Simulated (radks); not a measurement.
The numbers below are computed, except where a source is named.
Q: The mean radii <r> (bohr) of the occupied orbitals of an atom or ion are listed with their occupations. Code: a radial shooting solver on a logarithmic mesh with Libxc functionals. Model: scalar-relativistic Kohn-Sham, r2SCAN, spin-polarised, spherical densities, finite nucleus; meta-GGA in the generalised Kohn-Sham scheme; Fermi nuclear charge, rms radius of each element as measured or else 0.836 A^(1/3) + 0.57 fm.

| orbital | occ. | <r> |
|---|---|---|
| 1s up | 1 | 0.02363 |
| 1s down | 1 | 0.02363 |
| 2s down | 1 | 0.1009 |
| 2s up | 1 | 0.1009 |
| 2p down | 3 | 0.08880 |
| 2p up | 3 | 0.08881 |
| 3s up | 1 | 0.2659 |
| 3s down | 1 | 0.2658 |
| 3p up | 3 | 0.2642 |
| 3p down | 3 | 0.2641 |
| 3d up | 5 | 0.2418 |
| 3d down | 5 | 0.2416 |
| 4s up | 1 | 0.6080 |
| 4s down | 1 | 0.6076 |
| 4p up | 3 | 0.6437 |
| 4p down | 3 | 0.6433 |
| 4d up | 5 | 0.7081 |
| 4d down | 5 | 0.7081 |
| 5s up | 1 | 1.468 |
| 5s down | 1 | 1.494 |
| 5p up | 3 | 1.698 |
| 5p down | 3 | 1.732 |
| 4f up | 4 | 1.061 |

Name the element and its charge. Open shells, if any, are filled with parallel spins first.

A: Z = 60, neodymium, charge +2: Nd2+ in [Xe] 4f4. The 1s radius gives Z: for a bare nucleus <r> = (2 gamma + 1)/(2Z) with gamma = sqrt(1 - (Z/c)^2), 0.02332 bohr for Z = 60, and screening makes it slightly larger (0.02363 here). The occupations add up to 58, and the charge is Z minus that.
